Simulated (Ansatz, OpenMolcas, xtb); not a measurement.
# CH6BSb (SMILES C[BH][SbH2]): methods side by side

CH6BSb has 9 atoms, charge 0, and is taken as a singlet. SMILES: `C[BH][SbH2]`. The shape is that of a PBE0-D4/def2-TZVP optimisation. This is one conformer, not always the lowest.

Quantity: the vertical energy of the triplet above the singlet, in eV. The values are calculated.

```
                            level                   kind     program  value (eV)  CPU time (all runs)
                         GFN0-xTB         semi-empirical         xtb        3.63            under 2 s
    HF/def2-SVPD (core potential)           Hartree–Fock  OpenMolcas        3.16                 92 s
 SVWN5/def2-SVPD (core potential)                    LDA      Ansatz        3.24                 20 s
revPBE/def2-SVPD (core potential)                    GGA  OpenMolcas        3.08              4.8 min
r2SCAN/def2-SVPD (core potential)               meta-GGA      Ansatz        3.08                 60 s
   MP2/def2-SVPD (core potential)    perturbation theory      Ansatz        3.44                 18 s
  CCSD/def2-SVPD (core potential)  coupled cluster or CI      Ansatz        3.38                5 min
```

Spin-orbit coupling is left out. The values span 3.08 to 3.63 eV. GFN0-xTB: no spin polarisation, so open shells miss the exchange term that lowers them. In the correlated wave-function rows the outer d shell of Sb is correlated, in sets not made for it. The second state's dipole differs much between rows, so they may not all be the same state. CPU times are rough (shared hosts, several kinds of processor and program).
